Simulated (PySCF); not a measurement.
# Polarisability and C₆ of Eu²⁺ (europium, charge +2)

[Xe] 4f7, high-spin 8S determinant. All numbers are calculated (PySCF 2.14, scalar relativity by spin-free X2C-1e, in ANO-RCC-VTZP (8s7p5d3f2g1h, 104 functions)). Coupled (time-dependent) response in atomic units; α is the mean over directions. The basis has no added diffuse functions, which lowers α and C₆.

| method | mean α (bohr³) | C₆ (like pair) | S(−4) |
| --- | --- | --- | --- |
| UHF | 7.922 | 47.58 | 27.18 |

S(−4) is the Cauchy moment in α(ω) = α(0) + S(−4) ω² + …

α(iu) at UHF:

```csv
u (hartree),α(iu) (bohr³)
0,7.922
0.0500,7.857
0.100,7.684
0.200,7.208
0.300,6.727
0.500,5.843
0.750,4.841
1.00,3.990
1.50,2.773
2.00,2.028
3.00,1.231
5.00,0.6069
```

A single London oscillator, α(iu) = α/(1 + u²/ω²), gives C₆ = (3/4) ω α². Matching the computed C₆ needs ω = 4 × 47.58 / (3 × 7.922²) = 1.01 hartree.

For an ion, C₆ is the dispersion term alone; charge-induced terms of lower order in 1/R come first.

Spin-orbit coupling, which splits the p, d and f shells strongly at this Z, is absent.
